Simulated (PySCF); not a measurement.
**Calculated NMR data**

Single conformer, fast rotation and ring inversion assumed for equivalent nuclei, non-relativistic Hamiltonian, gas phase. Shieldings: GIAO PBE0/pcSseg-1; geometry: GFN2-xTB; PySCF 2.14.0 with density-fitted response routines.

Scale: 1H, 13C vs TMS (reference shieldings calculated alike). Splittings of carbon signals by F and P are missing where no couplings were computed. Where no couplings were computed, multiplicities follow the n + 1 count of equivalent neighbours, and m marks all less simple cases (inequivalent or close neighbours, rings, F or P nearby). Shifts are as computed. Against solution values, carbons near 30 ppm lie about +3 ppm off and those near 130 ppm about +5 ppm; carbons on Cl a further +6 ppm. Of 1211 compounds with measured shifts, 218 miss one by over three times the rms of a fit or turn the order of signals round; such compounds aren't used in these exercises. Carbons bonded to Cl come out too deshielded.

Compound 1 (C10H14). 1H NMR (400 MHz, computed): δ 5.40 (br s, 1H), 4.88 (br s, 1H), 2.26 (s, 3H), 2.16 (s, 3H), 2.08 (s, 3H), 1.93 (s, 3H). 13C{1H} NMR (computed): δ 154.3 (C), 152.1 (C), 121.6 (CH2), 121.3 (C), 101.0 (C), 87.7 (C), 25.2 (CH3), 24.3 (CH3), 23.5 (CH3), 6.0 (CH3). Structure: `C=C(C)/C(C)=C(\C)C#CC`.

Compound 2 (C5H11FOSi). 1H NMR (400 MHz, computed): δ 5.47 (m, 2H), 4.50 (m, 1H), 3.94 (q, 2H), 2.07 (s, 3H), 1.34 (t, 3H). 13C{1H} NMR (computed): δ 174.4, 98.5, 65.2, 20.7, 17.5. Structure: SMILES [SiH2](/C=C(\OCC)C)F.

Compound 3 (C7H10Cl2). 1H NMR (400 MHz, computed): δ 5.94 (s, 1H), 4.41 (m, 1H), 2.98 (m, 1H), 2.92 (m, 1H), 2.60 (m, 1H), 2.06 (m, 1H), 2.06 (m, 1H), 1.96 (m, 1H), 1.63 (m, 1H), 1.61 (m, 1H). 13C{1H} NMR (computed): δ 149.6, 121.5, 64.1, 40.1, 38.6, 31.8, 26.1. Structure: SMILES ClC1CCC(=CCl)CC1.
